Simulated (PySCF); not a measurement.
TaSCl3, SMILES [S]=[Ta]([Cl])([Cl])[Cl], multiplicity 1. The structure is a stationary point at B3LYP-D3(BJ)/def2-SVP. The multiplicity is an assumed one; no other spin state was optimised. The structure was generated by enumeration; whether it is a known compound was not checked. The def2 effective core potentials stand for the cores of Ta; spin–orbit coupling is left out.

Q: Give the equilibrium geometry at B3LYP-D3(BJ)/def2-SVP (PySCF confirms it by a frequency run) as Cartesian coordinates in Å, and its point group. (The exact figures need the calculation; the answer reports its results.)

A: point group C3v.
```xyz
5

Ta     0.0000     0.0000    -0.0102
S      0.0000     0.0000    -2.1638
Cl     1.8940    -1.0935     0.6935
Cl    -1.8940    -1.0935     0.6935
Cl     0.0000     2.1870     0.6935
```
